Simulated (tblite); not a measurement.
C₃H₁₀FNSi₂.
Atom-mapped SMILES: `[CH2:1]=[N:2][Si@@H:3]([SiH3:4])[CH2:5][CH2:6][F:7]` (hydrogens: H8, H9 on C1; H10 on Si3; H11, H12, H13 on Si4; H14, H15 on C5; H16, H17 on C6)

Computed with GFN2-xTB (tblite), gas phase: L-BFGS steps from a force-field or distance-geometry start until the largest atomic force falls under 0.01 eV/Å.

The end geometry, which sets the zero of energy:
```
atom  x, y, z in Å
C1     -2.1534   -1.6776   -0.8720
N2     -1.2756   -0.8276   -0.6107
Si3    -0.0770   -0.6367    0.6088
Si4     1.9477   -1.0645   -0.4256
C5     -0.3166    1.2012    1.0885
C6      0.1150    2.1408   -0.0172
F7      1.4693    2.0149   -0.2555
H8     -2.7411   -1.5773   -1.7814
H9     -2.3924   -2.5375   -0.2413
H10    -0.3074   -1.3906    1.8612
H11     2.0683   -0.4976   -1.7672
H12     2.1415   -2.5153   -0.5657
H13     3.0549   -0.5606    0.3862
H14     0.2599    1.4280    1.9852
H15    -1.3609    1.4127    1.3138
H16    -0.0499    3.1933    0.2420
H17    -0.3894    1.9064   -0.9589
```

Question: These geometries come from the run, each turned onto the end geometry. Order them by energy, lowest first.
A.
```
atom  x, y, z in Å
C1     -2.1137   -1.7042   -0.8593
N2     -1.2630   -0.8297   -0.5896
Si3    -0.0686   -0.6109    0.6283
Si4     1.9331   -1.0911   -0.4280
C5     -0.3161    1.2313    1.0860
C6      0.0897    2.1675   -0.0327
F7      1.4490    2.0836   -0.2592
H8     -2.6870   -1.6267   -1.7800
H9     -2.3419   -2.5666   -0.2274
H10    -0.2893   -1.3536    1.8895
H11     2.1485   -0.3796   -1.6854
H12     1.9869   -2.5270   -0.7411
H13     3.0661   -0.8081    0.4541
H14     0.2718    1.4729    1.9712
H15    -1.3584    1.4351    1.3275
H16    -0.1132    3.2177    0.2097
H17    -0.4009    1.9013   -0.9734
```
B.
```
atom  x, y, z in Å
C1     -2.1284   -1.7859   -0.8515
N2     -1.3613   -0.8364   -0.5815
Si3    -0.1011   -0.5927    0.5675
Si4     1.9243   -1.0993   -0.4222
C5     -0.3087    1.2487    1.0481
C6      0.0986    2.2326   -0.0297
F7      1.4406    2.1023   -0.3295
H8     -2.7849   -1.7078   -1.7141
H9     -2.2216   -2.7091   -0.2692
H10    -0.2858   -1.3022    1.8531
H11     2.2830   -0.3632   -1.6285
H12     1.9374   -2.5210   -0.7895
H13     2.9959   -0.9043    0.5562
H14     0.3088    1.4444    1.9249
H15    -1.3402    1.4665    1.3245
H16    -0.0227    3.2721    0.2987
H17    -0.4410    2.0674   -0.9670
```
C.
```
atom  x, y, z in Å
C1     -2.1325   -1.8202   -0.8327
N2     -1.4113   -0.8041   -0.7057
Si3    -0.1474   -0.5465    0.4597
Si4     1.9153   -1.1219   -0.4227
C5     -0.2793    1.2764    1.0464
C6      0.1151    2.2857   -0.0111
F7      1.4659    2.2104   -0.2894
H8     -2.9154   -1.8434   -1.5894
H9     -2.0346   -2.7265   -0.2141
H10    -0.4749   -1.3558    1.6548
H11     2.3411   -0.3784   -1.6092
H12     1.9607   -2.5576   -0.7611
H13     2.9400   -0.9225    0.6089
H14     0.3871    1.3986    1.8985
H15    -1.2792    1.5218    1.3989
H16    -0.0570    3.3200    0.3103
H17    -0.4007    2.0759   -0.9520
```
D.
```
atom  x, y, z in Å
C1     -2.1072   -1.7466   -0.8506
N2     -1.2999   -0.8280   -0.5874
Si3    -0.0769   -0.5927    0.6006
Si4     1.9367   -1.0998   -0.4220
C5     -0.3184    1.2489    1.0690
C6      0.0926    2.2033   -0.0301
F7      1.4309    2.0522   -0.3323
H8     -2.7321   -1.6698   -1.7385
H9     -2.2491   -2.6465   -0.2440
H10    -0.2844   -1.3355    1.8647
H11     2.2034   -0.3388   -1.6407
H12     1.9422   -2.5254   -0.7895
H13     3.0398   -0.9011    0.5239
H14     0.2641    1.4752    1.9615
H15    -1.3610    1.4600    1.3001
H16    -0.0322    3.2541    0.2592
H17    -0.4557    2.0025   -0.9537
```
E.
```
atom  x, y, z in Å
C1     -2.1013   -1.7820   -0.8055
N2     -1.4699   -0.7005   -0.7459
Si3    -0.1736   -0.5511    0.4125
Si4     1.9165   -1.1172   -0.3884
C5     -0.2483    1.2474    1.0148
C6      0.1175    2.2777   -0.0285
F7      1.4767    2.2343   -0.2700
H8     -2.9048   -1.9127   -1.5103
H9     -1.8939   -2.6481   -0.1512
H10    -0.5514   -1.4184    1.5587
H11     2.2780   -0.3579   -1.5923
H12     1.9100   -2.5566   -0.7330
H13     2.9299   -0.9169    0.6693
H14     0.4420    1.3467    1.8534
H15    -1.2472    1.4561    1.3687
H16    -0.1041    3.2840    0.3347
H17    -0.3831    2.1272   -0.9967
```

Answer: A (0.004 eV), D (0.011 eV), B (0.023 eV), C (0.082 eV), E (0.181 eV).

In the order of the answer:

| step | E above end (eV) | largest force (eV/Å) | rms force component (eV/Å) | rms distance from end (Å) | rms bond change (Å) | bond most changed (Å) |
| --- | --- | --- | --- | --- | --- | --- |
| 69 | 0.004 | 0.01 | 0.005 | 0.103 | 0.000 | Si4–H13 +0.001 |
| 36 | 0.011 | 0.09 | 0.026 | 0.150 | 0.001 | Si4–H13 +0.004 |
| 25 | 0.023 | 0.11 | 0.039 | 0.175 | 0.002 | Si4–H11 -0.003 |
| 10 | 0.082 | 0.24 | 0.070 | 0.244 | 0.006 | N2–Si3 +0.018 |
| 2 | 0.181 | 0.41 | 0.139 | 0.288 | 0.010 | N2–Si3 +0.024 |

The cost below is that of the whole relaxation. The run took 0.9 s on one thread of an Arm Neoverse V1, shared host with 32 logical CPUs at a one-minute load of 21.
